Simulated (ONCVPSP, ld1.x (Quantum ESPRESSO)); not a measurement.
# Pseudopotentials across the periodic table

Generated with ld1.x 7.5 (TM, RRKJ, ultrasoft, PAW), atompaw 4.2 or ONCVPSP 4.0.1. The cutoff is in Ry: for ld1.x and atompaw files where the sum of valence levels is converged to 10 mRy in a Bessel basis, for ONCV files where the hardest occupied wave has 1 mHa per electron of residual kinetic energy. The error is the largest all-electron minus pseudo excitation energy over each file’s own four to seven test configurations (ionisations up to +4, promotions, holes and added fractions of an electron), all of which were solved. The labels leave out finer settings (local radius, basis sizes, second energies), which also bear on the numbers. Spin-polarised tests are not counted. The rows are a selection from randomly drawn settings: files with unsolved tests, undetermined cutoffs or missed reference levels are left out.

A true bound ghost makes a file unfit for plane-wave use even where its test errors are small: the radial tests pick states by their node count and pass the ghost by.

```csv
element,potential,cutoff (Ry),largest error (meV),bound ghosts
O,"ONCV, revPBE, scalar-relativistic, rc 0.75/2.20/1.85 (spd), local s, core correction yes, reference 2s2 2p4, qcut 10.6/7.6/4.1, projectors 0/2/2",88,+2966,none
Ge,"TM, PBEsol, scalar-relativistic, rc 1.30/2.12/2.12 (spd), local s, core correction yes, reference 4s2 4p2",45,-265,"p, d"
Pd,"ONCV, LDA (Perdew-Zunger), scalar-relativistic, rc 1.65/1.40/2.00/1.55 (spdf), local smoothed, core correction no, reference 4s2 4p6 4d9, qcut 8.9/11.3/6.6/8.2, projectors 1/3/3/3",90,+113,s
Ag,"RRKJ, Wu–Cohen, fully relativistic, rc 2.40/3.25/1.95 (spd), local smoothed, core correction yes, reference 4d10 5s0.75 5p0.25",45,-1363,none
Ba,"ONCV, LDA (Perdew-Wang 92), scalar-relativistic, rc 2.80/1.85/2.70 (spd), local smoothed, core correction yes, reference 5s2 5p6 6s1.75, qcut 3.3/4/4, projectors 2/2/2",61,-7.7,s
Re,"ONCV, BLYP, scalar-relativistic, rc 1.80/1.60/1.95 (spd), local smoothed, core correction yes, reference 5s2 5p6 5d5 6s1.5 6p0.5, qcut 6.6/10.1/7.6, projectors 3/2/1",61,-104,none
Bi,"ONCV, Wu-Cohen, fully relativistic, rc 1.50/1.65/1.55 (spd), local smoothed, core correction yes, reference 5s2 5p6 5d10 6s2 6p2, qcut 9.3/10.1/11.8, projectors 2/2/2",59,-1.7,none
```

Question: Fill in the row for Re: ONCV, PBE, scalar-relativistic, rc 1.60/1.45/2.00 (spd), local smoothed, core correction no, reference 5s2 5p6 5d5 6s1.5, qcut 8.4/10.6/6.1, projectors 2/2/2.

Answer: cutoff 71 Ry, largest error -2.4 meV, bound ghosts: none.

Question: Fill in the row for F: TM, PBEsol, scalar-relativistic, rc 0.55/1.35/1.15 (spd), local smoothed, core correction no, reference 2s2 2p5.

Answer: cutoff 230 Ry, largest error +2025 meV, bound ghosts: none.
